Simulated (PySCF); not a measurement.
# Telling isomers of C7H9ClNP apart by NMR

PySCF calculation with GFN2-xTB geometry and shielding tensors at PBE0/pcSseg-1 (GIAO); no solvent model, relativity neglected, a single conformation, one averaged value for each set of equivalent atoms.

References, each an isolated molecule treated in the same way: 1H and 13C against TMS. Splittings of carbon signals by F and P are missing where no couplings were computed. Where no couplings were computed, multiplicities follow the n + 1 count of equivalent neighbours, and m marks all less simple cases (inequivalent or close neighbours, rings, F or P nearby). Shifts are as computed. Against solution values, carbons near 30 ppm lie about +3 ppm off and those near 130 ppm about +5 ppm; carbons on Cl a further +6 ppm. Of 1211 compounds with measured shifts, 218 miss one by over three times the rms of a fit or turn the order of signals round; such compounds aren't used in these exercises. Carbons bonded to Cl come out too deshielded.

(1) Tabulate the signals of `CN(C)c1ccc(Cl)cp1`, `CN(C)c1ccpc(Cl)c1`, `CC(C)c1cnc(Cl)cp1` and their relative energies.

(2) What is the quickest way to tell CN(C)c1ccc(Cl)cp1 from CC(C)c1cnc(Cl)cp1?

(3) What is the quickest way to tell CN(C)c1ccc(Cl)cp1 from CN(C)c1ccpc(Cl)c1?

(4) What is the quickest way to tell CN(C)c1ccpc(Cl)c1 from CC(C)c1cnc(Cl)cp1?

Answers

(1) 
| SMILES | carbon types | δC | δH | E rel. (kcal/mol) |
| --- | --- | --- | --- | --- |
| CN(C)c1ccc(Cl)cp1 | 2×C 3×CH 2×CH3 | 179.6, 160.0, 137.6, 136.7, 117.8, 44.6 | 8.77 (m, 1H), 7.56 (m, 1H), 6.87 (m, 1H), 3.26 (s, 6H) | 5.7 |
| CN(C)c1ccpc(Cl)c1 | 2×C 3×CH 2×CH3 | 183.0, 166.0, 154.2, 124.0, 119.5, 41.8 | 8.76 (m, 1H), 7.25 (m, 1H), 7.00 (m, 1H), 3.16 (s, 6H) | 6.8 |
| CC(C)c1cnc(Cl)cp1 | 2×C 3×CH 2×CH3 | 181.2, 162.9, 157.8, 155.6, 40.1, 27.7 | 9.12 (m, 1H), 8.84 (m, 1H), 3.28 (m, 1H), 1.41 (d, 6H) | 0.0 |

Energies are electronic energies at PBE0/pcSseg-1 on these geometries, without zero-point or thermal terms, each for the one conformer computed, which needn't be the lowest.

(2) Both give the same number of carbon signals, with the same numbers of each carbon type, so the positions decide. The first has an aromatic CH at 117.8 ppm, the second an sp3 CH on an aromatic ring at 40.1 ppm. Their most deshielded carbons lie at 179.6 and 181.2 ppm.

(3) Both give the same number of carbon signals, with the same numbers of each carbon type, so the positions decide. The first has an aromatic carbon bearing chlorine (C) at 136.7 ppm, the second an aromatic carbon bearing nitrogen (C) at 154.2 ppm. Their most deshielded carbons lie at 179.6 and 183.0 ppm.

(4) Both give the same number of carbon signals, with the same numbers of each carbon type, so the positions decide. The first has an aromatic CH at 119.5 ppm, the second an sp3 CH on an aromatic ring at 40.1 ppm. Their most deshielded carbons lie at 183.0 and 181.2 ppm.
